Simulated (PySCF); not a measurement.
H2Cl2Si, triplet, at a GFN2-xTB geometry (a higher spin typed on purpose: for a closed-shell molecule this is an excited state).

Input for PySCF:
```python
from pyscf import gto, scf, dft

mol = gto.Mole()
mol.atom = '''
    Si   -0.004989   -0.222946   -0.215868
    Cl    2.170841   -0.048922    0.184307
    Cl   -2.170866    0.185619    0.042426
    H     0.019535    0.859563    0.823128
    H     0.050739   -0.062167   -1.655437
'''
mol.basis = '6-31g*'
mol.charge = 0
mol.spin = 2
mol.verbose = 4
mol.build()

mf = dft.UKS(mol)
mf.xc = 'mn15'
mf.kernel()
mf.analyze()
```

### Question
Give the number of basis functions at the level PySCF with MN15/6-31G*.

### Answer
58

### Question
What HOMO energy does MN15/6-31G* give?

### Answer
-6.82 eV

### Question
Give the nuclear repulsion energy at the level MN15/6-31G*.

### Answer
172.7489 Eh

### Question
Give the total energy at the level MN15/6-31G*.

### Answer
-1210.5608 Eh

These values belong to the state on which the SCF converged, which isn't shown to be the lowest.
